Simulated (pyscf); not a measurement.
PySCF, gas phase, ωB97X-D3(BJ)/def2-SVP geometries. MP2 and CC: frozen core, UHF for open shells. ΔMP2 is the change of the MP2 total energy from the triple- to the quadruple-zeta basis.

Problem. For F–Ga [singlet] + silanol (HO–SiH₃) → HO–Ga(F)–SiH₃, an insertion (singlet surface; O–Si broken, Ga–O, Ga–Si formed), PBE/def2-TZVP gives ΔE‡ = 105.5 kJ/mol and ΔE = +9.4 kJ/mol (zero: the separated reactants). In which direction and how far do B3LYP-D3(BJ)/def2-TZVP, PBE0-D3(BJ)/def2-TZVP, CCSD(T)/def2-TZVPP + ΔMP2(QZVPP) move these?

Solution. B3LYP-D3(BJ): ΔE‡ = 133.9 kJ/mol, ΔE = +28.4 kJ/mol; PBE0-D3(BJ): ΔE‡ = 108.8 kJ/mol, ΔE = -0.3 kJ/mol; CCSD(T): ΔE‡ = 126.6 kJ/mol, ΔE = +8.5 kJ/mol. PBE's barrier lies under all of them, by 3.2 to 28.4 kJ/mol. Its reaction energy lies among theirs. On the reactant side the descent ends in a bound adduct, 42.6 kJ/mol under the separated species and 149.7 kJ/mol under the saddle at ωB97X-D3(BJ)/def2-TZVP. At ωB97X-D3(BJ)/def2-TZVP the barrier from the zero used here is 107.1 kJ/mol. HO–Ga(F)–SiH₃ lies 74.5 kJ/mol over its isomer F–GaH–O–SiH₃ (electronic energy, ωB97M-D3(BJ)/def2-TZVP). This is the saddle that the search found; another between the same sides may lie lower. The CCSD(T) − MP2 part came from Ansatz, without density fitting, on the same reference. The frozen core leaves the outer d or s,p core shells of the metals and heavy elements correlated in the MP2 and CC values, and def2-TZVPP describes them poorly, which can shift differences by a few kcal/mol. Elements up to Kr have no core potential and no relativistic terms here.
